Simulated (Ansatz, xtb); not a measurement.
## Ranking isomers of C4H4BrN

4 gas-phase structures of C4H4BrN, from a drawn sample of its isomers (lower ones may exist). Each was relaxed with GFN2-xTB; where two conformers were screened, the lower at r2SCAN-D4/def2-SVP is listed:

A. `N#C[C@@H]1C[C@@H]1Br`, a singlet
B. `N#C/C=C/CBr`, a singlet
C. `BrC1=CCC=N1`, a singlet
D. `C/C(Br)=C\C#N`, a singlet

Problem. Estimate their order in r2SCAN-D4/def2-SVP energy at these geometries, lowest first.

Solution. Calculated order at r2SCAN-D4/def2-SVP: D (0.0), C (2.0), B (4.6), A (12.1) kcal/mol.

Energies above the lowest of each column, in kcal/mol; the last columns are at PBE0-D3(BJ)/def2-SVP geometries:

| structure | GFN2-xTB | HF/STO-3G | r2SCAN-D4/def2-SVP | PBE0-D3(BJ)/def2-SVP | CCSD(T)/def2-SVP + ΔMP2/def2-TZVPP |
| --- | --- | --- | --- | --- | --- |
| D | 14.9 | 0.0 | 0.0 | 0.5 | 0.0 |
| C | 0.0 | 0.4 | 2.0 | 0.0 | 7.3 |
| B | 20.9 | 5.6 | 4.6 | 4.6 | 3.1 |
| A | 19.3 | 3.6 | 12.1 | 9.7 | 13.2 |

CCSD(T)/def2-SVP + ΔMP2/def2-TZVPP puts D lowest; GFN2-xTB picks C, PBE0-D3(BJ)/def2-SVP picks C. CCSD(T)/def2-SVP + ΔMP2/def2-TZVPP orders those it was run on as D (0.0), B (3.1), C (7.3), A (13.2) kcal/mol. Flexible structures stand in one conformer each, not always the lowest. ΔMP2 is the change of the MP2 energy from the smaller to the larger basis.

Over these structures GFN2-xTB departs from r2SCAN-D4/def2-SVP by 6.5 kcal/mol on average once a common shift is removed. A GFN2-xTB relaxation took about 0.14 s and the r2SCAN-D4/def2-SVP energy about 2.8 s on a shared host (Ansatz 0.2.0, xtb 6.7.1).
